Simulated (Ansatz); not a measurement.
Input file for Ansatz (a program for electronic structure): R-RI-MP2/aug-cc-pV(Q+d)Z on BH5S (a complex). Files ending in .json are basis or fitting sets from the Basis Set Exchange.

Ansatz 0.2 input:
```yaml
crystal:
  periodic: [false, false, false]
  atoms:
    - {symbol: B, position_ang: [-0.44935254, -0.32521441, 0.66950254]}
    - {symbol: H, position_ang: [0.40567798, -0.88714144, 0.03847326]}
    - {symbol: H, position_ang: [-1.24783784, -1.05692590, 1.19111274]}
    - {symbol: H, position_ang: [-0.87943141, 0.69035951, 0.20214063]}
    - {symbol: S, position_ang: [0.62801077, 0.22882980, 2.29677955]}
    - {symbol: H, position_ang: [-0.20054640, 1.07138429, 2.94173344]}
    - {symbol: H, position_ang: [1.39217702, 1.23484712, 1.83164563]}
basis:
  gaussian:
    orbitals: aug-cc-pV_Q+d_Z.json
    fitting: {mean_field: def2-universal-JKFIT, correlation: aug-cc-pVQZ-RIFIT.json}
magnetization: {spin_polarized: false}
correlation: {method: mp2, electrons: outside_noble_gas}
scf: {lower_state_search: off}
```

The head of its log:

```
WARN ansatz: RAYON_NUM_THREADS=2 ignored (pool sized by the plan → 2); use --threads N
Functional definition: HF
these checks for a lower state are left out or cut short: stability, starts, cluster_reference, orbital_swaps, neighbouring_geometries, increment
integrals: 0.48 GiB planned
293 factors; integrals over basis functions are off by at most 5.6e0 eV
mean field: 0.77 GiB planned
mean field evaluation 1: about -11566.2235 eV, gradient 2.2e1 eV
mean field evaluation 2: about -11567.9723 eV, gradient 7.9e0 eV
mean field evaluation 4: about -11568.2050 eV, gradient 5.6e-1 eV
mean field -11568.20680690 eV, -425.1237589413 hartree, gradient 4.0e-6 eV, S^2 0.000000; 0 other end points of the search recorded, 0 dependent functions left out
6 core orbitals not correlated
762 factors; their error is unknown
reference -11568.20680690 eV, -425.1237589413 hartree; 7, 7 occupied and 386, 386 virtual orbitals, 762 factors
```

What total energy does the run end on?

-425.4759 hartree.
